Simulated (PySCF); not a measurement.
# Computed records: BH6N2Si

All values are calculated (PySCF 2.14.0). Calculation on a computer-drawn molecule: the log of a Hartree-Fock and frozen-core CCSD(T) single point meant for a local Hartree-Fock minimum, with one planted fault or none, to be diagnosed. Offsets are logged minus clean, where the clean run is the same molecule without the fault. The reference is restricted for singlets and unrestricted otherwise, and also for a bond in bohr or an excited solution. Adding or removing an electron swaps singlet and doublet. The excited solution moves the top pair (singlet) or top alpha electron (doublet) to the lowest empty orbital. Highest occupied and lowest empty are orbital energies over both spins, largest force is the largest gradient component, triples share is (T) over the correlation energy, the T1 limit is 0.02 restricted and 0.045 unrestricted, electrons count all cores, a negative frequency is imaginary (commonest isotopes), and the dipole is about the centre of nuclear charge.

### BH6N2Si

Logged structure:
```xyz
10
BH6N2Si
N      0.0949     0.4994    -0.0065
B      1.4837     0.4335    -0.2597
N      1.9883     0.3358    -1.5761
Si     2.7924     0.5591     1.3058
H     -0.2907     0.5504     0.9110
H     -0.5976     0.4694    -0.7266
H      1.4056     0.2972    -2.3873
H      2.9606     0.2704    -1.7844
H      2.2638     0.0935     2.6162
H      4.1221    -0.0671     1.0755
```

```
meant charge                         : 0
meant multiplicity                   : 2
meant basis                          : cc-pV(D+d)Z
logged electrons                     : 40
logged basis functions               : 95
logged SCF converged                 : yes
logged spin squared                  : 0
logged highest occupied              : 0.12701 eV
logged lowest empty                  : 8.7263 eV
logged largest force                 : 0.039666 hartree/bohr
logged T1 diagnostic                 : 0.01293
logged D1 diagnostic                 : 0.046683
logged triples share                 : 0.027756
logged CC converged                  : yes
logged dipole magnitude              : 8.0071 debye
logged SCF stable within its kind    : yes
logged energy HF                     : -426.02768 hartree
logged energy CCSD(T)                : -426.63066 hartree
possible faults                      : no fault, one electron removed, one electron added, multiplicity raised by two, geometry at a saddle point, SCF held on an excited solution, minimal basis STO-3G, one bond length entered in bohr, all coordinates scaled
planted fault                        : one electron added
HF energy offset from clean run      : 23.72 kcal/mol
CCSD(T) energy offset from clean run : 4.871 kcal/mol
```

Drawn bonds:
```csv
atom,other atom,order
1,2,1
2,3,1
2,4,1
1,5,1
1,6,1
3,7,1
3,8,1
4,9,1
4,10,1
```

Notes: highest electron not bound in this basis.
